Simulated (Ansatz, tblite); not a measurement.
Cost and result up the ladder for the cluster ZrTe₂ (3 atoms). Charge 0, multiplicity 1. Geometry: PBE-D4/def2-TZVP.

```tsv
atom	x (Å)	y (Å)	z (Å)
Zr1	0.757	0.538	-0.365
Te2	-0.634	-1.173	-1.677
Te3	-0.123	0.635	2.042
```

Ansatz on 4 threads of Arm Neoverse V1 on a shared host; xTB runs through tblite on one thread. Times are rough, summed over both states, and most runs start from the orbitals of an earlier one. RPA@PBE/def2-TZVP serves as the yardstick here, not as an exact answer. The other state is a triplet at its own geometry.

In the def2 sets Te, Zr take a core potential; there is no spin–orbit coupling. The xTB rows come from tblite. HSE06 is defined as in plane-wave codes, on full-range PBE exchange. Correlated methods freeze 8 core orbitals; core or outer-core shells of Zr, Te are correlated, in sets that lack core-valence functions. The structure comes from a short search, and lower isomers may exist.

Run but left out: HF/STO-3G (singlet: restricted singlet, unstable in another Hartree–Fock run and untested here); HF/def2-TZVP, MP2/def2-TZVP (singlet: restricted singlet, unstable towards broken spin symmetry).

Correlated methods converge slowly with the basis.

xTB has no spin-polarisation term.

```
                              level  functions  triplet − singlet (eV)  difference from RPA@PBE/def2-TZVP (eV)
                 HSE06-D4/def2-TZVP        140                    0.54                                   -0.04
                  PBE0-D4/def2-TZVP        140                    0.54                                   -0.04
               r2SCANh-D4/def2-TZVP        140                    0.48                                   -0.10
               r2SCAN0-D4/def2-TZVP        140                    0.43                                   -0.14
                           GFN2-xTB         27                    0.31                                   -0.26
                   PBE-D4/def2-TZVP        140                    0.58                                    0.00
LDA (SPW92)/def2-TZVP (with forces)        140                    0.69                                    0.11
                r2SCAN-D4/def2-TZVP        140                    0.50                                   -0.07
                  RPA@PBE/def2-TZVP        140                    0.57                                    0.00
                           GFN1-xTB         27                    0.97                                    0.40
```

**Question.** Estimate how long each takes.

**Answer.** GFN1-xTB 0.006 s; GFN2-xTB 0.007 s; LDA (SPW92)/def2-TZVP (with forces) 2.5 s; PBE-D4/def2-TZVP 4.5 s; HSE06-D4/def2-TZVP 7.2 s; PBE0-D4/def2-TZVP 7.6 s; RPA@PBE/def2-TZVP 10 s; r2SCAN-D4/def2-TZVP 12 s; r2SCANh-D4/def2-TZVP 14 s; r2SCAN0-D4/def2-TZVP 27 s. On shared hardware such times vary by a factor of up to 3.
